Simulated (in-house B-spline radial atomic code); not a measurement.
Mg⁺. Computed with a B-spline radial atomic code. Model: non-relativistic spherical atom: semilocal Troullier-Martins pseudo-atom, one channel per l, against all electrons, high spin, G0W0 and RPA with empty states to l = 8, local potential for every l without a channel, a model core (radius 0 = none) keeps its share of the functional.

What the tables leave out is listed at the end.

The pseudopotential gives back the lowest level of each angular momentum of its own functional in the configuration it was made in; a second state of the same l is only approximately right. Exact exchange, RPA and GW see the smooth pseudo-orbitals and miss the exchange with the core, for which the functional's share stands in. The column with an uncorrelated core keeps all orbitals and exact exchange, and so separates missing core correlation from pseudisation. Only the three outermost levels and the lowest empty one were computed. RPA here is direct RPA, with no exchange kernel, and its energies carry an (l + 1/2)⁻⁴ tail. A hybrid on a potential with a model core restores only its own semilocal share of the core's exchange.

Command:
```bash
python run_psgw.py task.json out
```
Settings (lengths in bohr, energies in hartree):
```
Z                      12
electrons              11
configuration          [Ne] 3s1
generated_in           [Ne] 3s2
functional             pbe,pbe
core_shells            1
radius_factor          1
core_correction        False
ion_configuration      [He] 2s2 2p6
```

Run time, properties included: 32 s on 1 thread of Intel(R) Xeon(R) Platinum 8259CL CPU @ 2.50GHz (Skylake/Cascade Lake) (shared host).

Given: made with PBE; model core radius 0 bohr; local radius 0.573 bohr; mean-field start PBE.

Valence shells of the generating configuration: 2s, 2p, 3s.

Channel: s 0.548, p 0.714 (radii in bohr).

Computed: largest level miss in the spin-unpolarised generating configuration 0.007 eV; all-electron RPA polarisability, core included 21.037 bohr³; pseudo-atom RPA polarisability 20.949 bohr³; ionisation by mean-field all-electron 15.337 eV; ionisation by mean-field pseudo minus all 0.018 eV; ionisation by RPA all-electron 15.606 eV; ionisation by RPA pseudo minus all 0.067 eV.

| level | occupied | mean-field all-electron (eV) | mean-field pseudo minus all (eV) | G0W0 all-electron (eV) | G0W0 uncorrelated core minus all (eV) | G0W0 pseudo minus all (eV) | exchange self-energy all-electron (eV) | exchange self-energy pseudo (eV) |
| --- | --- | --- | --- | --- | --- | --- | --- | --- |
| 3s up | 1 | -11.899 | -0.014 | -15.573 | 0.002 | -0.051 | -10.421 | -10.261 |
| 3s down (empty) | 0 | -9.8917 | -0.016 | -7.5916 | 0.002 | -0.046 | -1.7501 | -1.5589 |

Problem. What is the valence RPA correlation energy all-electron orbitals?

Solution. -0.5196 hartree.

Problem. What is the valence RPA correlation energy pseudo?

Solution. -0.50967 hartree.

Given: mean-field start PBE0.

Computed: valence RPA correlation energy pseudo -0.4879 hartree; pseudo-atom RPA polarisability 17.643 bohr³; ionisation by mean-field all-electron 15.232 eV; ionisation by mean-field pseudo minus all 0.03 eV; ionisation by RPA all-electron 15.496 eV; ionisation by RPA pseudo minus all 0.065 eV.

| level | occupied | mean-field all-electron (eV) | mean-field pseudo minus all (eV) | G0W0 all-electron (eV) | G0W0 uncorrelated core minus all (eV) | G0W0 pseudo minus all (eV) | exchange self-energy all-electron (eV) | exchange self-energy pseudo (eV) |
| --- | --- | --- | --- | --- | --- | --- | --- | --- |
| 3s up | 1 | -12.708 | -0.024 | -15.559 | 0.002 | -0.053 | -10.296 | -10.153 |
| 3s down (empty) | 0 | -9.0449 | -0.024 | -7.5175 | 0.002 | -0.039 | -1.5139 | -1.3497 |

Problem. What is the valence RPA correlation energy all-electron orbitals?

Solution. -0.4972 hartree.

Problem. What is the all-electron RPA polarisability, core included?

Solution. 17.763 bohr³.

Given: mean-field start Hartree-Fock.

Computed: valence RPA correlation energy all-electron orbitals -0.44466 hartree; valence RPA correlation energy pseudo -0.43684 hartree; pseudo-atom RPA polarisability 12.582 bohr³; ionisation by mean-field all-electron 14.724 eV; ionisation by mean-field pseudo minus all 0.06 eV; ionisation by RPA all-electron 15.297 eV.

| level | occupied | mean-field all-electron (eV) | mean-field pseudo minus all (eV) | G0W0 all-electron (eV) | G0W0 uncorrelated core minus all (eV) | G0W0 pseudo minus all (eV) | exchange self-energy all-electron (eV) | exchange self-energy pseudo (eV) |
| --- | --- | --- | --- | --- | --- | --- | --- | --- |
| 3s up | 1 | -14.738 | -0.06 | -15.424 | 0.002 | -0.058 | -9.8978 | -9.8007 |
| 2p down | 1 | -70.743 | 0.298 | -68.846 | 0.063 | 0.377 | -52.823 | -51.101 |
| 2p up | ? | ? | ? | ? | ? | ? | ? | ? |
| 3s down (empty) | 0 | -6.4038 | -0.029 | -7.3431 | 0.001 | -0.028 | -0.82216 | -0.73833 |

Problem. What belongs in the row 2p up?

Solution. occupied: 1; mean-field all-electron (eV): -70.914; mean-field pseudo minus all (eV): 0.269; G0W0 all-electron (eV): -68.997; G0W0 uncorrelated core minus all (eV): 0.063; G0W0 pseudo minus all (eV): 0.355; exchange self-energy all-electron (eV): -52.944; exchange self-energy pseudo (eV): -51.258.

Problem. What is the ionisation by RPA pseudo minus all?

Solution. 0.063 eV.

Problem. What is the all-electron RPA polarisability, core included?

Solution. 12.753 bohr³.

Among the listed levels the largest G0W0 shift of the pseudo-atom is +0.38 eV, for 2p down on the Hartree-Fock start, while leaving the core uncorrelated moves that level by +0.06 eV. So pseudisation and the lost core exchange, not the missing core correlation, make the error. Not in the tables (levels of low weight, unsolved or above zero; the highest and the empty levels are kept at any weight): on PBE the G0W0 levels 2p down (pseudo minus all +0.03 eV, weights 0.11 and 0.10), 2p up (pseudo minus all +0.02 eV, weights 0.11 and 0.10); on PBE0 the G0W0 levels 2p down (pseudo minus all +0.31 eV, weights 0.67 and 0.64), 2p up (pseudo minus all +0.29 eV, weights 0.67 and 0.64).
